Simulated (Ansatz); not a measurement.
Consider the ligand exchange at the Si–C bond: `C[SiH2]CCl` + `[NH2][GeH3]` → `C[SiH2][NH][GeH3]` + `CCl`.

Program: Ansatz. Geometries: PBE0-D4/def2-TZVP. ΔE: electronic, gas phase. CCSD(T)/CBS adds triple-zeta CCSD(T) − MP2 to the extrapolated MP2 energy (def2 sets, frozen cores). This one scheme is used for every species. Functionals use def2-TZVPP. B3LYP here is the variant with VWN-RPA as its local correlation; programs differ in this. For Ge outer-core shells are correlated without core-valence functions, which leaves a few kJ/mol of doubt a bond. Scalar relativity is left out up to krypton. Each species was taken in one conformer, which may not be the lowest.

`C[SiH2]CCl`:

Z-matrix (Å, degrees):
```
C
Si 1 1.864
H 1 1.093 2 111.0
H 1 1.092 2 110.7 3 120.0
H 1 1.092 2 110.4 3 -120.0
C 2 1.887 1 110.9 3 61.2
H 2 1.492 1 110.9 3 -57.5
H 2 1.486 1 111.2 3 -178.5
Cl 6 1.788 2 110.0 1 59.2
H 6 1.090 2 111.9 1 178.3
H 6 1.091 2 112.0 1 -60.0
```

`[NH2][GeH3]`:

Z-matrix (Å, degrees):
```
Ge
N 1 1.843
H 1 1.536 2 106.9
H 1 1.548 2 114.5 3 -120.5
H 1 1.536 2 106.8 3 119.0
H 2 1.011 1 113.7 3 59.1
H 2 1.011 1 113.6 3 -176.9
```

`C[SiH2][NH][GeH3]`:

Z-matrix (Å, degrees):
```
C
Si 1 1.866
H 1 1.093 2 110.6
H 1 1.092 2 111.0 3 120.5
H 1 1.094 2 110.9 3 -119.3
N 2 1.722 1 111.7 3 180.0
H 2 1.495 1 107.8 3 55.6
H 2 1.489 1 111.1 3 -62.1
Ge 6 1.837 2 127.3 1 139.4
H 6 1.010 2 117.1 1 -56.5
H 9 1.539 6 108.1 2 -151.8
H 9 1.543 6 112.0 2 88.4
H 9 1.534 6 107.1 2 -31.9
```

`CCl`:

```xyz
5

C     0.119    0.009   -0.084
Cl   -1.326   -0.097    0.938
H     0.755   -0.849    0.123
H     0.643    0.932    0.150
H    -0.191    0.005   -1.126
```

Q: Is it downhill or uphill in electronic energy at CCSD(T)/CBS, and by how much? (Best estimate.)

A: Computed: Downhill: ΔE = -66.4 kJ/mol.

Q: What do these levels give: ωB97X-V, B3LYP, BHLYP, CAM-B3LYP, HF/def2-SVP, CCSD(T)/def2-SVP, HF/def2-TZVPP, SCS-MP2/def2-TZVPP, CCSD/def2-TZVPP, CCSD(T)/def2-TZVPP, HF/def2-QZVPP, HF/CBS(def2)? (Estimate.)

A: Ansatz gave: ωB97X-V -64.7, B3LYP -65.6, BHLYP -71.0, CAM-B3LYP -67.8, HF/def2-SVP -74.3, CCSD(T)/def2-SVP -64.6, HF/def2-TZVPP -77.8, SCS-MP2/def2-TZVPP -70.4, CCSD/def2-TZVPP -68.7, CCSD(T)/def2-TZVPP -67.1, HF/def2-QZVPP -78.8, HF/CBS(def2) -78.9 kJ/mol.

Largest T1 diagnostic among the species: 0.011.

From BLYP to BHLYP (50 % exact exchange), in def2-TZVPP and without D4, ΔE moves by −8.9 kJ/mol. Leaving LDA and LC-ωPBE aside and taking each functional with its dispersion term where it has one, the values, not all of them listed here, spread over 15.3 kJ/mol, from BHLYP-D4 to PBE-D4. In def2-TZVPP, CCSD(T) changes the Hartree–Fock value by +10.7 kJ/mol (the triples alone add +1.6 kJ/mol) and MP2 by +9.2 kJ/mol.
